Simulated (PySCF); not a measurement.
Ru (ruthenium, neutral) across methods

[Kr] 4d6 5s1 5p1, one real determinant (an excited configuration). All numbers are calculated (PySCF 2.14, a scalar-relativistic core potential, in aug-cc-pwCVTZ-PP with ECP28MDF (8s8p7d4f3g, 122 functions)).

```csv
method,E (hartree),mean ε 4d β (eV),mean ε 5s α (eV),mean ε 5p α (eV),Σ⟨r²⟩ (bohr²),⟨S²⟩
PBE0,-94.3648,-8.739,-7.585,-3.319,59.87,12.001
BP86,-94.4524,-7.462,-6.882,-2.721,60.04,12.001
wB97M-V,-94.2813,-11.191,-9.588,-4.947,59.87,12.001
M06-L,-94.4000,-7.461,-6.516,-2.413,59.73,12.002
r2SCAN,-94.4118,-7.159,-7.040,-2.769,59.26,12.002
UHF,-93.75676,-12.459,-9.636,-5.213,60.30,12.003
LDA,-94.1591,-7.179,-6.969,-2.693,60.12,12.001
PBE,-94.3759,-7.222,-6.746,-2.616,60.43,12.001
```

⟨L²⟩ = 8.02 against 12 for a pure F term, so this real determinant mixes terms. Energies and moments cover only the electrons outside the core potential.
